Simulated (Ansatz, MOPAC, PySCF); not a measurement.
Stepwise substitution at one centre (B CH3-NH2). Gas-phase values, no solvent. Strings in code marks are SMILES.

Quantity: vertical ionisation energy (energy after one electron is removed minus that of the parent at the parent's geometry), in eV.

Level 1: frozen-core CCSD(T)/cc-pVTZ // B3LYP-D3(BJ)/def2-TZVP (Ansatz, a first-principles code)
Level 2: minus the HOMO energy of PM7 // B3LYP-D3(BJ)/def2-TZVP (MOPAC)
Level 3: minus the HOMO energy of SVWN5/6-31G* // B3LYP-D3(BJ)/def2-TZVP (PySCF)
Level 4: HF/cc-pVTZ // B3LYP-D3(BJ)/def2-TZVP (Ansatz)

```tsv
species	level 2	level 3	level 4
`CB(C)N`	10.37	6.34	8.98
```

Q: What does level 1 give for each?

A: 
- `CB(C)N`: 10.51
